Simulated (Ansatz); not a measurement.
Ansatz (an electronic-structure program) job for boric acid (BH₃O₃), SMILES OB(O)O, PBE/def2-SVPD. Geometry optimised at TPSSh-D3(BJ)/def2-SVP. The values are those of a single conformer.

Ansatz 0.2 input:
```yaml
crystal:
  periodic: [false, false, false]
  atoms:
    - {symbol: O, position_ang: [-0.63333188, 1.23420844, 0.00000000]}
    - {symbol: B, position_ang: [-0.03152418, 0.00895734, -0.00000000]}
    - {symbol: O, position_ang: [1.34869849, -0.04240581, -0.00000000]}
    - {symbol: O, position_ang: [-0.86353784, -1.08209966, -0.00000000]}
    - {symbol: H, position_ang: [0.02602787, 1.94164830, 0.00000000]}
    - {symbol: H, position_ang: [1.72733433, -0.93047195, 0.00000001]}
    - {symbol: H, position_ang: [-0.41037134, -1.93358680, -0.00000000]}
basis:
  gaussian:
    orbitals: def2-SVPD
hamiltonian:
  xc: {name: PBE}
```

Output:

```
WARN ansatz: RAYON_NUM_THREADS=1 ignored (pool sized by the plan → 1); use --threads N
Functional definition: PBE
integrals: 0.04 GiB planned
906 factors; their error is unknown
mean field: 0.31 GiB planned
mean field evaluation 1: about -6845.5798 eV, gradient 8.7e1 eV
mean field evaluation 2: about -6800.1281 eV, gradient 1.7e2 eV
mean field evaluation 4: about -6858.3532 eV, gradient 1.2e1 eV
mean field evaluation 8: about -6858.6035 eV, gradient 1.9e-1 eV
mean field evaluation 16: about -6858.5684 eV, gradient 8.0e-5 eV
mean field -6858.56842082 eV, -252.0477405604 hartree, gradient 8.0e-5 eV, S^2 0.000000; 0 other end points of the search recorded, 0 dependent functions left out
reference -6858.56846661 eV, -252.0477422431 hartree; 16, 16 occupied and 97, 97 virtual orbitals, 906 factors
Total energy: -6858.56846661 eV, -252.0477422431 hartree
```

The run converged.

Cost: very roughly 2.1 core-seconds.
